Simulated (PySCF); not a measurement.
Q: What does the PBE0-D3(BJ)/def2-SVP structure of `O([SiH](O[SiH2]S)O[SiH3])[SiH3]` look like in three dimensions?

A: 
```
atom  x, y, z in Å
Si1   -1.567    2.078    0.306
O2    -0.795    0.876    1.151
Si3   -0.326   -0.701    1.129
O4    -1.026   -1.467   -0.140
Si5   -0.951   -1.851   -1.757
O6     1.320   -0.774    1.004
Si7    2.502   -0.240   -0.027
S8     1.663    0.829   -1.694
H9    -2.568    2.729    1.196
H10   -2.247    1.525   -0.902
H11   -0.562    3.098   -0.121
H12   -0.722   -1.354    2.387
H13   -1.415   -0.704   -2.588
H14   -1.843   -3.024   -1.981
H15    0.447   -2.216   -2.137
H16    3.210   -1.401   -0.623
H17    3.427    0.649    0.722
H18    1.427    1.959   -0.990
```

Orientation and origin are arbitrary. Atoms count from 1 in this order. Si1 (oxygen-bound silicon) is tetrahedral (angles from 108.9° to 110.8°). O2 (siloxane oxygen) is bent (angle 145.1°). The O–Si distances run from 1.640 Å (Si3–O4, drawn single) to 1.663 Å (O4–Si5, drawn single), a spread of 0.023 Å. Si7 (oxygen-bound silicon) is distorted tetrahedral (angles from 105.3° to 111.9°).

Bonds between heavy atoms (Å): Si1–O2 1.660, O2–Si3 1.645, Si3–O4 1.640, O4–Si5 1.663, Si3–O6 1.653, O6–Si7 1.657, Si7–S8 2.150.

Computed with PBE0-D3(BJ)/def2-SVP geometry optimisation, gas phase in PySCF 2.14.0.

Point group: C1 (no symmetry element, even within 0.4 Å). Stationary, but not proved a minimum. The numbers are those of one conformer (Si1–O2–Si3–O4 -10°, O2–Si3–O4–Si5 86°, O2–Si3–O6–Si7 -57°, Si3–O6–Si7–S8 -1°, O6–Si7–S8–H 77°).
